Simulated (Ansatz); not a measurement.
Consider the cleavage of the Si–Si bond: `C[SiH](N)[SiH2]N` + `[AlH2][SH]` → `N[SiH2][S][AlH2]` + `C[SiH2]N`.

Calculated with Ansatz (gas phase, PBE0-D4/def2-TZVP geometries, no zero-point term in ΔE). CCSD(T)/CBS adds triple-zeta CCSD(T) − MP2 to the extrapolated MP2 energy (def2 sets, frozen cores). This one scheme is used for every species. One conformer a species, not always the lowest.

```csv
species,CCSD(T)/CBS(def2) energy (Eh)
`C[SiH](N)[SiH2]N`,-731.70077
`[AlH2][SH]`,-641.61836
`N[SiH2][S][AlH2]`,-987.26936
`C[SiH2]N`,-386.08232
```

Task: Work out ΔE.

Result: ΔE = (-987.26936) + (-386.08232) − (-731.70077) − (-641.61836) = -0.03255 Eh = -20.4 kcal/mol.

Largest T1 diagnostic among the species: 0.011.

From PBE to PBE0 (25 % exact exchange), in def2-TZVPP and without D4, ΔE moves by −1.2 kcal/mol.
